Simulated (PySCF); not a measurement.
How methods differ on the ionisation energy of Rh²⁺

Rh²⁺ [Kr] 4d7 (4F) → Rh³⁺ [Kr] 4d6 (5D), as a difference of total energies. Computed with PySCF 2.14 in cc-pVTZ-PP with ECP28MDF (5s5p4d2f1g, 63 functions), with a scalar-relativistic core potential. Correlated levels: valence: 4s2 4p6 frozen. The calculations carry no spin-orbit coupling.

| method | ionisation energy (eV) | difference from reference (eV) |
| --- | --- | --- |
| UHF | 29.303 | -1.757 |
| TPSS | 31.022 | -0.038 |
| BP86 | 31.260 | +0.200 |
| MP2 (valence) | 30.615 | -0.445 |
| SCS-MP2 (valence) | 30.779 | -0.281 |

Reference: 31.06 eV (semi-empirical (NIST evaluation); NIST Atomic Spectra Database, ionization energies).

The reference lies between the lowest fine-structure levels, while these numbers refer to the centres of the terms.

Errors of the correlated levels include the incompleteness of this basis and the frozen core.
